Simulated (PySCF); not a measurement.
MoO2, triplet: molecular constants

These are results of UB3LYP/[Mo def2-TZVP with ECP28, O def2-TZVP], scalar-relativistic core potentials, density fitting, no spin–orbit coupling, PySCF, not measurements.

The structure is a minimum.

```json
{
 "Point group": "C2v",
 "Bond lengths": "Mo–O 1.697 Å (×2)",
 "Bond angles": "O–Mo–O 114.5°",
 "Lowest empty level (α)": "-3.86 eV",
 "Rotational symmetry number": "2",
 "Highest occupied level (α)": "-6.44 eV",
 "Rotational constants": "0.8307, 0.2587, 0.1973 cm⁻¹",
 "Dipole moment": "4.51 D",
 "Entropy at 298.15 K and 1 bar (electronic part: spin only)": "276.4 J/(mol K)",
 "Principal quadrupole moments (Buckingham, traceless) about the centre of mass": "-7.56, 2.83, 4.73 D Å",
 "Principal polarisabilities": "47.4, 49.1, 50.3 bohr³",
 "Enthalpy at 298.15 K above 0 K": "11.20 kJ/mol",
 "Spin squared ⟨S²⟩": "2.009",
 "Heat capacity Cp at 298.15 K": "43.5 J/(mol K)",
 "Zero-point energy": "13.6 kJ/mol",
 "Atomisation energy without zero-point energy": "1150 kJ/mol"
}
```

Harmonic modes (masses in u: Mo 97.905, O 15.995):
| symmetry | ω (cm⁻¹) | IR (km/mol) | type |
| --- | --- | --- | --- |
| a1 | 308 | 0.0 | bend |
| b2 | 955 | 269 | stretch |
| a1 | 1010 | 86.1 | stretch |

In C2v the vibrations span 2a1 + b2. Here b1 is antisymmetric to the molecular plane and b2 lies in it.

Charges (e):
| atom | Mulliken | Löwdin | polar tensor | spin (Mulliken) | Mayer order to Mo1 |
| --- | --- | --- | --- | --- | --- |
| Mo1 | 1.15 | 0.62 | 1.48 | 1.96 | – |
| O2,3 | -0.58 | -0.31 | -0.74 | 0.02 | 2.00 |

Mulliken populations on Mo1 (electrons outside its core potential): s 2.43, p 6.22, d 4.14, f 0.05.

Formally Mo is in oxidation state +4, d2, with 2 unpaired electrons (the high-spin count). The Mulliken spin on Mo is 1.96. The polar-tensor charge on Mo, 1.48, is far below the formal one.

Only a few start shapes were tried, so a lower isomer may exist. Other spin states or occupations of the open shell can lie lower.

The final relaxation and frequency run took 26 s on 4 threads of a shared Arm Neoverse V1 host, with 102 basis functions and 10 gradients; the process peaked at 0.92 GiB. Launch command: `OMP_NUM_THREADS=4 python axn.py task.json out`.
